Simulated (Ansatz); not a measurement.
Geometry optimisation, RKS B3LYP/def2-SVPD in Ansatz.

Input file:

```yaml
crystal:
  periodic: [false, false, false]
  atoms:
    - { symbol: "N", position_ang: [-1.09462, -2.33153, 0.23292] }
    - { symbol: Si, position_ang: [-0.43476, -0.91164, 0.09336] }
    - { symbol: Sn, position_ang: [0.6807, 1.43858, -0.14811] }
    - { symbol: H, position_ang: [-1.53287, -3.22783, 0.3369] }
    - { symbol: H, position_ang: [0.16028, 1.82579, -1.68837] }
    - { symbol: H, position_ang: [-0.059, 2.21631, 1.13257] }
    - { symbol: H, position_ang: [2.28026, 0.99033, 0.04073] }
total_charge: 1
basis:
  gaussian: { orbitals: def2-SVPD }
hamiltonian:
  xc: b3lyp
relax:
  f_tol: 0.02
  max_steps: 50
output:
  orbitals: {}
```

Run as:

```bash
$ ansatz run input.yaml --threads 2 --pin off --max-ram 3072MiB --backend cpu --events-out ev --progress --plain --runs-dir out
```

Q: Where does it end, and by what steps?

A: It converged. After 4 steps the energy has fallen by 0.121 eV; Sn3 moved furthest, 0.08 Å.

```
step  energy less start (eV)  largest force component (eV/Å)  accepted
   0                  0.0000                           2.696       yes
   1                 -0.1076                           0.746       yes
   2                 -0.1181                           0.223       yes
   3                 -0.1206                           0.040       yes
   4                 -0.1208                           0.003       yes
```

```xyz
7
Properties=species:S:1:pos:R:3
N -1.119 -2.366 0.241
Si -0.471 -0.981 0.104
Sn 0.717 1.515 -0.155
H -1.547 -3.275 0.334
H 0.159 1.850 -1.724
H -0.063 2.256 1.159
H 2.324 1.001 0.041
```

Run time: 6.8 s on 2 threads of AMD EPYC 9R45 96-Core Processor (Zen 5), on a shared host, peak memory 0.26 GiB.
